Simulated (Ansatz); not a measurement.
A nudged elastic band was laid between two geometries of AlH3O3 + ClH (9 atoms, charge 0, multiplicity 1).

Level of theory: Ansatz 0.2.0, RKS B3LYP-D4/def2-mTZVP.

| Property | Result |
| --- | --- |
| movable images | 9 |
| climbing image | yes |
| spring | 5.0 eV/Å² |
| optimiser | quadratic models (default) |
| start path | through a guess of the saddle point |
| force threshold | 0.05 eV/Å |
| iteration limit | 60 |
| end points | relaxed |

First end point:

```xyz
9
Properties=species:S:1:pos:R:3
Al -0.162 -0.407 -0.111
O -0.493 0.523 1.289
H -1.328 0.482 1.767
O 1.395 -0.189 -0.721
H 1.730 -0.622 -1.512
O -1.269 -1.455 -0.848
H -2.178 -1.614 -0.579
Cl 0.946 2.967 2.555
H 0.414 1.896 1.989
```

Last end point:

```xyz
9
Properties=species:S:1:pos:R:3
Al 0.040 0.463 -0.004
O 0.029 0.043 1.922
H -0.836 -0.380 2.069
O 1.512 -0.040 -0.700
H 1.673 -0.947 -0.979
O -1.429 -0.424 -0.163
H -1.914 -0.582 -0.976
Cl -0.067 2.595 0.203
H 0.045 0.853 2.458
```

(1) Which bonds break or form, and what moves?

(2) What energy profile does the band end with?

(3) What is the geometry of the highest image?

The band took 38 iterations and about 40 core-minutes.

Answers

(1) Bonds broken: Cl8–H9. Bonds formed: Al1–Cl8, O2–H9. AlH3O3 + ClH becomes AlClH4O3.

(2) The forces met the threshold. The highest image is number 3 of 0 to 10, 0.032 eV above the first end and 1.178 eV above the last; the last end lies 1.145 eV below the first. The profile has 3 maxima (images 3, 7, 9) with wells between them (images 6, 8): this band takes more than one step, which may be the mechanism or a detour left from its start path. A structure lower than the last end lies on the path between it and the top, so the climb from that side starts below the end, which may itself be a saddle point or a shallow side well. A vibrational analysis at the climbing image gives no mode beyond 40i cm⁻¹: the surface is too flat there to confirm a saddle point. The orbitals stay closed-shell, which can raise the energy where a bond breaks towards radicals; this wasn't checked here.

```tsv
image	path coordinate (Å)	energy (eV)	Cl8–H9 (Å)	Al1–Cl8 (Å)	O2–H9 (Å)
0	0.00	0.000	1.32	4.44	1.79
1	1.07	0.007	1.32	4.24	1.78
2	2.13	0.021	1.33	3.80	1.79
3	3.20	0.032	1.33	3.08	1.84
4	4.11	-0.661	1.92	2.37	1.04
5	5.01	-1.125	2.73	2.16	0.97
6	5.92	-1.142	2.85	2.14	0.97
7	6.83	-1.131	2.77	2.15	0.97
8	7.73	-1.166	2.93	2.15	0.97
9	8.64	-1.122	2.88	2.15	0.97
10	9.55	-1.145	2.85	2.14	0.97
```

(3) 
```xyz
9
Properties=species:S:1:pos:R:3
Al 0.030 -0.326 0.175
O -0.077 -0.108 1.886
H -0.838 -0.415 2.391
O 1.608 -0.494 -0.407
H 1.818 -0.540 -1.344
O -1.312 -0.596 -0.826
H -2.218 -0.345 -0.627
Cl 0.023 2.680 0.830
H 0.021 1.725 1.752
```

Time of the run: 11 min on 4 threads of Arm Neoverse V1, with other jobs on the host, peak memory 0.33 GiB.
